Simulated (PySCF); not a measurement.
## Radial density of Sb²⁺ (antimony, charge +2)

UHF, [Kr] 4d10 5s1 5p2, 5s spin antiparallel (an excited configuration). Computed with PySCF 2.14 in aug-cc-pVQZ-DK3, with the spin-free X2C one-electron Hamiltonian (Gaussian nucleus).

| r (bohr) | 4πr²ρ (e/bohr) | 4πr²(ρα − ρβ) |
| --- | --- | --- |
| 0.0294 | 60.24 | 0.0127 |
| 0.0494 | 61.06 | 0.0267 |
| 0.0831 | 84.35 | -0.0043 |
| 0.140 | 63.68 | 0.0001 |
| 0.235 | 68.97 | 0.0135 |
| 0.395 | 38.68 | -0.0013 |
| 0.665 | 24.00 | 0.0490 |
| 1.12 | 14.46 | -0.0761 |
| 1.88 | 2.860 | 0.2571 |
| 3.16 | 0.7501 | 0.4286 |
| 5.32 | 0.02782 | 0.0245 |
| 8.95 | 2.848e-05 | 0.0000 |

Densities and radii are taken from the X2C orbitals without a picture-change correction, which distorts them close to the nucleus.

With the s spin flipped the determinant is a mixture of two multiplicities, not a spectroscopic state.
